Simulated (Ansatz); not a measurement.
Results of the Gaussian-basis code of Ansatz.

`[CH3][V]([OH])(=[S])[Cl]`. Charge 0, multiplicity 1. All single points use the PBE0-D4/def2-TZVP geometry. It is one conformer, not always the lowest.

```xyz
9

C    -0.512    0.787   -0.878
V    -0.033   -0.510    0.560
O     1.620   -0.945    0.254
S    -0.224    0.558    2.229
Cl   -1.447   -2.122    0.440
H    -0.388    0.216   -1.804
H    -1.548    1.101   -0.745
H     0.155    1.649   -0.861
H     2.377   -0.734    0.806
```

Q: What is the dipole moment at B3LYP/def2-TZVPP? (Best estimate.)

A: The calculation gave: 2.13 D, with components (1.73, 1.03, -0.70) D in this frame, pointing from negative to positive charge.

Q: And with PBE, r2SCAN, ωB97M-V? (An estimate is asked.)

A: The calculation gave: PBE 2.07 D, r2SCAN 2.18 D, ωB97M-V 2.23 D.

Q: Give the Mulliken charges with B3LYP, ωB97M-V, r2SCAN in def2-TZVPP. (An estimate is asked.)

A: The calculation gave: 
```csv
atom,B3LYP,ωB97M-V,r2SCAN
C1,-0.40,-0.42,-0.32
V2,0.70,0.51,0.70
O3,-0.42,-0.39,-0.43
S4,-0.25,-0.17,-0.26
Cl5,-0.25,-0.21,-0.25
H6,0.13,0.16,0.11
H7,0.14,0.16,0.11
H8,0.13,0.15,0.10
H9,0.22,0.21,0.24
```

B3LYP here is the variant with VWN-RPA as its local correlation; programs differ in this.
